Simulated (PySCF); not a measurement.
C5H4F4O2.
Numbering: `[O:1]=[C:2]1[C@@H:3]([CH2:4][F:5])[O:6][C@@H:7]1[C:8]([F:9])([F:10])[F:11]`

Probes without a nucleus sit at each ring's centroid and 1 Å off its mean plane on both sides; NICS is minus the shielding there, NICSzz its component along the normal. Level: GIAO PBE0/pcSseg-1 (PySCF, non-relativistic, gas phase) on the GFN2-xTB geometry, one conformer.

Ring bond lengths (Å), with Mayer bond orders in brackets: C2–C3 1.521 (0.91), C3–O6 1.438 (0.90), O6–C7 1.422 (0.94), C7–C2 1.530 (0.91).

Q: What do the NICS probes read (ppm)?

A: 
```tsv
ring	type	NICS(0)	NICS(1), two faces	NICS(1)zz, two faces	rms pucker (Å)	centre to ring atoms, mean (Å)
C2–C3–O6–C7	4-membered ring with O; formal bonds all single	5.2	0.4 / 0.4	-1.2 / -0.4	0.01	1.04
```

Q: What can be read from them?

A: 
- C2–C3–O6–C7: mean NICS(1)zz -0.8 ppm, near zero. C3, C7 have four or more neighbours, so the value isn't read as a sign of a π ring current.

On one thread, Arm Neoverse N1 (aarch64), on a shared host, this took 68 s of wall time and 0.91 GiB of memory at its peak. This is the whole shielding run at PBE0/pcSseg-1, SCF included.

Conformer computed: `[O:1]=[C:2]1[C@@H:3]([CH2:4][F:5])[O:6][C@@H:7]1[C:8]([F:9])([F:10])[F:11]`: C2–C3–C4–F5 39°, O6–C7–C8–F9 -172°.
